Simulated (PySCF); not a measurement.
**ORD: `O=C(O)[C@@H]1[C@@H](F)[C@@H]1CF`, C5H6F2O2**

Molfile (atoms numbered from 1):
```
C5H6F2O2
     RDKit          3D

 15 15  0  0  0  0  0  0  0  0999 V2000
    1.4820    0.0931   -1.3914 O   0  0  0  0  0  0  0  0  0  0  0  0
    1.5417    0.1078   -0.1884 C   0  0  0  0  0  0  0  0  0  0  0  0
    2.6053    0.5481    0.4853 O   0  0  0  0  0  0  0  0  0  0  0  0
    0.4723   -0.3613    0.7266 C   0  0  2  0  0  0  0  0  0  0  0  0
   -0.5020   -1.3844    0.2074 C   0  0  1  0  0  0  0  0  0  0  0  0
   -0.8969   -2.3714    1.0484 F   0  0  0  0  0  0  0  0  0  0  0  0
   -0.9872   -0.0033    0.4565 C   0  0  2  0  0  0  0  0  0  0  0  0
   -1.3805    0.8832   -0.6954 C   0  0  0  0  0  0  0  0  0  0  0  0
   -1.3140    2.2022   -0.3128 F   0  0  0  0  0  0  0  0  0  0  0  0
    3.2920    0.8615   -0.1252 H   0  0  0  0  0  0  0  0  0  0  0  0
    0.7761   -0.4215    1.7625 H   0  0  0  0  0  0  0  0  0  0  0  0
   -0.3852   -1.7555   -0.8036 H   0  0  0  0  0  0  0  0  0  0  0  0
   -1.5817    0.1510    1.3494 H   0  0  0  0  0  0  0  0  0  0  0  0
   -2.4183    0.6969   -0.9922 H   0  0  0  0  0  0  0  0  0  0  0  0
   -0.7081    0.7614   -1.5492 H   0  0  0  0  0  0  0  0  0  0  0  0
  1  2  2  0
  2  3  1  0
  2  4  1  0
  4  5  1  0
  5  6  1  0
  5  7  1  0
  7  8  1  0
  8  9  1  0
  7  4  1  0
  3 10  1  0
  4 11  1  1
  5 12  1  6
  7 13  1  1
  8 14  1  0
  8 15  1  0
M  END
```

The calculation used PySCF 2.14.0, TDDFT CAM-B3LYP/def2-SVPD circular dichroism and optical rotation, one conformer, gas phase. Geometry: GFN2-xTB.

The molecule is flexible and this is one conformer; a measurement averages over conformers.

Stereocentres: C4 R, C5 R, C7 S.

(1) Give the optical rotatory dispersion at 633, 589.3, 546, 436, 405, 365, 355 nm.

(2) And for the mirror image at 589.3 nm?

(3) What is the molar rotation [Φ] = [α]·M/100 of the geometry above at 589.3 nm?

## Answers

(1) [α] in deg dm⁻¹ (g/mL)⁻¹:
| λ (nm) | origin-invariant length gauge | modified velocity gauge | length gauge (centre of mass) | isotropic polarisability (au) |
| --- | --- | --- | --- | --- |
| 633 | -38.5 | -34.1 | -38.6 | 66.6 |
| 589.3 | -44.6 | -39.5 | -44.8 | 66.8 |
| 546 | -52.2 | -46.3 | -52.4 | 67.0 |
| 436 | -83.5 | -74.2 | -83.9 | 68.0 |
| 405 | -97.6 | -86.7 | -98.1 | 68.5 |
| 365 | -121.5 | -108.1 | -122.2 | 69.3 |
| 355 | -128.8 | -114.6 | -129.6 | 69.5 |

(2) +44.6 deg dm⁻¹ (g/mL)⁻¹ (origin-invariant length gauge): the same size and the opposite sign.

(3) With M = 136.10 g/mol, -60.7 deg cm² dmol⁻¹ (origin-invariant length gauge).

The first excitation lies at 5.92 eV (209 nm) with R = +0.3 × 10⁻⁴⁰ esu² cm² (velocity form).
